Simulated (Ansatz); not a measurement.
Molecule: sum formula MoOCl (charge 0, quartet). The spin state was set by rule; other spins were not relaxed. SMILES: [Cl][Mo]=[O]
Coordinates optimised at B3LYP-D3(BJ)/def2-TZVP (Ansatz, a first-principles code):
```xyz
3

Mo     0.3924     0.2075     0.1089
O      1.8430    -0.3928    -0.4837
Cl    -1.8367    -0.3278    -0.0413
```
Charge 0, spin multiplicity 4.

Question: Give the harmonic wavenumbers at B3LYP-D3(BJ)/def2-TZVP (Ansatz, finite differences of forces, unscaled).

Answer: 142, 391, 1012 cm⁻¹. Zero-point energy 2.2 kcal/mol.

Question: From these and the geometry, give the ideal-gas thermochemistry at 298.15 K and 1 atm (rigid rotor, harmonic oscillator).

Answer: Point group Cs, rotational symmetry number 1. Rotational constants 37.87, 2.651, 2.477 GHz. S(trans) 40.87, S(rot) 24.67, S(vib) 3.87, S(elec, spin only) 2.75, S 72.2 cal/(mol K). H(298) - H(0) 3.00 kcal/mol; G - E(el) -16.3 kcal/mol.
